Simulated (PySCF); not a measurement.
Gas-phase reaction: SnO2 + 2 O + SnH4 = 2 Sn(OH)2

Method: PySCF energies plus ideal-gas RRHO corrections (1 bar). † marks an energy on the PBE0/def2-TZVP geometry and frequencies; other levels use their own. MP2 and CCSD(T) freeze the core. Open shells (unrestricted): O (multiplicity 3); the rest are closed-shell singlets. Spin-orbit splitting is ignored; it lowers the true energy and changes the entropy of O. Sn: scalar-relativistic def2 core potential, no spin-orbit coupling. SnO2, Sn(OH)2: computed as isolated molecules; such fragments, hydroxides, amides, oligomers or adducts are transient or little studied in the gas. MP2 isn't extrapolated to the basis-set limit. CCSD(T) isn't extrapolated to the basis-set limit. Warning, large T1 diagnostic: SnO2 (CCSD(T)/def2-SVP†, CCSD(T)/def2-TZVPP†).

```tsv
level	ΔH°(298 K), kJ
BLYP/def2-TZVP†	-1435
CCSD(T)/def2-SVP†	[?]
CCSD(T)/def2-TZVPP†	-1389
HF/def2-TZVP†	-1071
MP2/def2-TZVPP†	-1468
PBE/def2-SVP	[?]
PBE/def2-TZVP†	[?]
PBE0/def2-SVP†	-1423
r2SCAN/def2-TZVP†	-1428
LDA/def2-TZVP†	-1662
ωB97M-V/def2-TZVP†	[?]
```

### Question
Complete the blanks.

### Answer

- CCSD(T)/def2-SVP†, ΔH°(298 K), kJ: -1313
- PBE/def2-SVP, ΔH°(298 K), kJ: -1460
- PBE/def2-TZVP†, ΔH°(298 K), kJ: -1464
- ωB97M-V/def2-TZVP†, ΔH°(298 K), kJ: -1463
